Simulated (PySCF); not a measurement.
## K (potassium, neutral): UHF calculation

Configuration: [Ar] 4s1, 2S determinant. All numbers are calculated (PySCF 2.14, scalar relativity by spin-free X2C-1e, in aug-cc-pwCVTZ-X2C with one added diffuse shell each of s, p, d, f type (10s9p7d4f, 100 functions)).

```
Total energy                        : -601.464346 hartree
One-electron energy                 : -826.9208 hartree
Hartree (Coulomb) energy            : 258.3344 hartree
Exchange energy                     : -32.8779 hartree
⟨S²⟩                                : 0.7502
⟨L²⟩                                : 0.000
Sum of ⟨r⟩                          : 19.40 bohr
Sum of ⟨r²⟩                         : 50.90 bohr²
Langevin diamagnetic susceptibility : -40.3 ×10⁻⁶ cm³/mol
```

```json
{"shell": "1s α", "electrons": "1", "mean orbital energy (eV)": "-3650.0", "rms radius, mean of both spins (bohr)": "0.0937"}
{"shell": "1s β", "electrons": "1", "mean orbital energy (eV)": "-3650.0", "rms radius, mean of both spins (bohr)": "0.0937"}
{"shell": "2s α", "electrons": "1", "mean orbital energy (eV)": "-397.35", "rms radius, mean of both spins (bohr)": "0.418"}
{"shell": "2s β", "electrons": "1", "mean orbital energy (eV)": "-397.29", "rms radius, mean of both spins (bohr)": "0.418"}
{"shell": "2p α", "electrons": "3", "mean orbital energy (eV)": "-313.60", "rms radius, mean of both spins (bohr)": "0.388"}
{"shell": "2p β", "electrons": "3", "mean orbital energy (eV)": "-313.58", "rms radius, mean of both spins (bohr)": "0.388"}
{"shell": "3s α", "electrons": "1", "mean orbital energy (eV)": "-47.984", "rms radius, mean of both spins (bohr)": "1.37"}
{"shell": "3s β", "electrons": "1", "mean orbital energy (eV)": "-47.850", "rms radius, mean of both spins (bohr)": "1.37"}
{"shell": "3p α", "electrons": "3", "mean orbital energy (eV)": "-25.957", "rms radius, mean of both spins (bohr)": "1.56"}
{"shell": "3p β", "electrons": "3", "mean orbital energy (eV)": "-25.912", "rms radius, mean of both spins (bohr)": "1.56"}
{"shell": "4s α", "electrons": "1", "mean orbital energy (eV)": "-4.033", "rms radius, mean of both spins (bohr)": "5.59"}
```

Densities and radii are taken from the X2C orbitals without a picture-change correction, which distorts them close to the nucleus.

Spin-orbit constants ζ (cm⁻¹) from the X2C one-electron operator on these orbitals: bare nucleus, nucleus screened by l(l+1)(2l+1)/3 electrons, and screened by the Breit-Pauli mean field of the electrons.

```csv
shell,bare,screened nucleus,mean field
2p,16910,15130,14320
3p,1439,1288,1206
```
